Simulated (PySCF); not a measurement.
Gas-phase reaction: GeSe + 6 H ⇌ H2Se + GeH4. Level: PBE0/def2-QZVP†; standard pressure 1 bar.

Energies from PySCF, thermal terms from the rigid-rotor harmonic-oscillator model, ideal gas at 1 bar. † marks an energy on the PBE0/def2-TZVP geometry and frequencies. Open shells (unrestricted): H (multiplicity 2); the rest are closed-shell singlets. Ge, Se: all electrons, no relativistic terms. The harmonic model lacks anharmonicity and excited electronic states, which grow with temperature; levels with a mode under 35 cm⁻¹ are left out.

```tsv
T (K)	1000/T (1/K)	log10 K
800	1.2500	57.44
1000	1.0000	40.05
1200	0.8333	28.41
1400	0.7143	20.06
1600	0.6250	?
1800	0.5556	8.90
```

Fit log10 K = a + b·(1000/T) to the five rows, get the mean ΔH° and ΔS°, and predict log10 K at 1600 K.

Means: 1000/T = 0.8706, log10 K = 30.972. Sums of products about the means: Sxy = 19.97044, Sxx = 0.285735, so b = Sxy/Sxx = 69.89 and a = 30.972 − (69.89)×0.8706 = -29.88.
ΔH° = −R ln 10 × 1000 K × b = −19.145 × (69.89) = -1338 kJ; ΔS° = R ln 10 × a = -572 J/K. The run's own values go from -1328 kJ and -560 J/K at 800 K to -1349 kJ and -579 J/K at 1800 K.
Prediction at 1600 K: -29.88 + (69.89)×0.6250 = 13.80. The computed value is 13.79, 0.01 from the line.
For scale, ΔH°(298 K) is -1298 kJ at this level, -1337 kJ at ωB97M-V/def2-TZVP†, and runs from -1504 to -1025 kJ over the 20 levels computed.
